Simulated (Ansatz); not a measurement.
Molecule: sum formula H3BNO2, net charge 0, doublet state. It need not be the lowest isomer of its formula. 
Structure (B3LYP-D3(BJ)/def2-TZVP (Ansatz, an electronic-structure program) minimum search):
```xyz
7

N      1.3365    -0.0686    -0.3146
B     -0.0456     0.0302    -0.0127
O     -0.6372     1.2608    -0.0403
O     -0.7662    -1.0955     0.3167
H      1.8657     0.7237    -0.6350
H      1.8955    -0.8104     0.0737
H     -1.6609    -0.9060     0.6156
```
Charge 0, spin multiplicity 2.

Parts of the frozen-core correlation energy in 6-31G (Ansatz, hartree). Frozen orbitals: 4; correlated occupied orbitals by spin: 12 and 11; virtual: 26 and 27. Open shells are spin-unrestricted. Spin-orbit coupling is left out. Non-relativistic.

| term | value |
|---|---|
| reference (HF) | -230.61821 |
| MP2 opposite-spin | -0.26988 |
| MP2 same-spin | -0.09041 |
| CCSD correlation | -0.38336 |
| (T) | -0.00760 |
| T1 diagnostic | 0.025 |
| largest doubles amplitude | 0.031 |
| <S^2> of the reference | 0.755 |
